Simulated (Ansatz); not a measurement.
Basis-set series for C7H5NS (`c1ccc2scnc2c1`). The species carries charge 0 and has multiplicity 1. The geometry is a stationary point of PBE0-D4/def2-TZVP.

| functional | basis | functions | energy (Eh) | HOMO (eV) | LUMO (eV) |
| --- | --- | --- | --- | --- | --- |
| PBE0-D4 | def2-SVP | 155 | -721.84608 | -6.92 | -1.04 |
| PBE0-D4 | def2-TZVPP | 360 | -722.33275 | -6.93 | -1.12 |
| ωB97M-V | def2-SVP | 155 | -722.20354 | -8.85 | 1.02 |
| ωB97M-V | def2-TZVPP | 360 | -722.70137 | -8.89 | 0.88 |

(1) Give the rows for def2-QZVPP. (Estimate.)

Answers

(1) Computed: 
```tsv
functional	basis	functions	energy (Eh)	HOMO (eV)	LUMO (eV)
PBE0-D4	def2-QZVPP	676	-722.36106	-6.95	-1.16
ωB97M-V	def2-QZVPP	676	-722.72767	-8.91	0.82
```

Positive LUMOs are unbound and depend on the basis.
